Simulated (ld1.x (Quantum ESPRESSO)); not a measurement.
**How hard is this aluminium RRKJ potential?**

Al, norm-conserving RRKJ (Kleinman–Bylander form), made with ld1.x (Quantum ESPRESSO) 7.5 (PBEsol, non-relativistic). Core [Ne], reference 3s2 3p1. Waves: 3s (bound): rc 1.95 bohr; 3p (bound): rc 1.75 bohr; 3d channel at 0.35 Ry: rc 1.50 bohr. Local part: all-electron potential smoothed inside 1.70 bohr (lloc = -1). Core correction: none. rho0 = 0.001.

The pseudo-atom Hamiltonian at the reference potential is diagonalised in spherical Bessel functions j_l(qr) that vanish at 20 bohr, with q² up to the cutoff. All-electron valence levels (Ry): 3s -0.5654, 3p -0.1983.

How do the lowest levels (Ry) of each channel move with the cutoff, and are there ghosts?

```json
{"cutoff (Ry)": "8", "s #1": "-0.5514", "p #1": "-0.1946", "p #2": "0.0267", "d #1": "0.0481", "f #1": "0.1031", "Σ f·Δε (mRy)": "31.5"}
{"cutoff (Ry)": "10", "s #1": "-0.5592", "p #1": "-0.1947", "p #2": "0.0267", "d #1": "0.0480", "f #1": "0.1031", "Σ f·Δε (mRy)": "15.9"}
{"cutoff (Ry)": "15", "s #1": "-0.5645", "p #1": "-0.1948", "p #2": "0.0267", "d #1": "0.0480", "f #1": "0.1031", "Σ f·Δε (mRy)": "5.1"}
{"cutoff (Ry)": "18", "s #1": "-0.5650", "p #1": "-0.1953", "p #2": "0.0266", "d #1": "0.0479", "f #1": "0.1031", "Σ f·Δε (mRy)": "3.7"}
{"cutoff (Ry)": "21", "s #1": "-0.5650", "p #1": "-0.1959", "p #2": "0.0266", "d #1": "0.0479", "f #1": "0.1031", "Σ f·Δε (mRy)": "3.1"}
{"cutoff (Ry)": "25", "s #1": "-0.5651", "p #1": "-0.1970", "p #2": "0.0265", "d #1": "0.0479", "f #1": "0.1031", "Σ f·Δε (mRy)": "1.9"}
{"cutoff (Ry)": "35", "s #1": "-0.5653", "p #1": "-0.1981", "p #2": "0.0263", "d #1": "0.0479", "f #1": "0.1031", "Σ f·Δε (mRy)": "0.4"}
{"cutoff (Ry)": "40", "s #1": "-0.5653", "p #1": "-0.1982", "p #2": "0.0263", "d #1": "0.0479", "f #1": "0.1031", "Σ f·Δε (mRy)": "0.1"}
{"cutoff (Ry)": "400", "s #1": "-0.5654", "p #1": "-0.1983", "p #2": "0.0263", "d #1": "0.0479", "f #1": "0.1031", "Σ f·Δε (mRy)": "0.0"}
```

Result: no extra level below or beside the all-electron valence levels (s, p, d, f tested); 10 mRy is reached at 12 Ry and 1 mRy at 30 Ry.
